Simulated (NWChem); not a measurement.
**Ionisation of Br₂ (-1)**

```xyz
2

Br     0.0000     0.0000     1.4960
Br     0.0000     0.0000    -1.4960
```
Charge -1, spin multiplicity 2.

Program: NWChem. Structure: optimised with UB3LYP/def2-SVP, a minimum by its harmonic frequencies.

Basis set: def2-TZVPD. The species with one electron less has spin multiplicity 1 and keeps the geometry of the parent. Δ marks differences of total energies (open shells unrestricted). −ε marks an orbital energy of the parent. That orbital need not have the symmetry of the hole or added electron in the Δ rows. That singlet is a closed-shell solution.

The Hamiltonian is non-relativistic. B3LYP has NWChem's definition, with VWN1-RPA local correlation. The spin multiplicity of the parent species was assumed, not shown to be that of its ground state. The structure started from a generated list of species. The unpaired electrons of the parent sit in orbitals of symmetry b1u (D2h labels of the run); other states weren't searched. The anion's geometry comes from a basis without diffuse functions. The stability of the SCF solutions was not checked.

Question: Order these methods by the first vertical ionisation energy they give, lowest first: −ε(alpha HOMO) of BLYP, −ε(alpha HOMO) of PBE, ΔLC-wPBE (omega 0.3 per bohr), −ε(alpha HOMO) of B3LYP.

Answer: −ε(alpha HOMO) of BLYP (0.79 eV), −ε(alpha HOMO) of PBE (0.96 eV), −ε(alpha HOMO) of B3LYP (1.91 eV), ΔLC-wPBE (omega 0.3 per bohr) (4.48 eV)
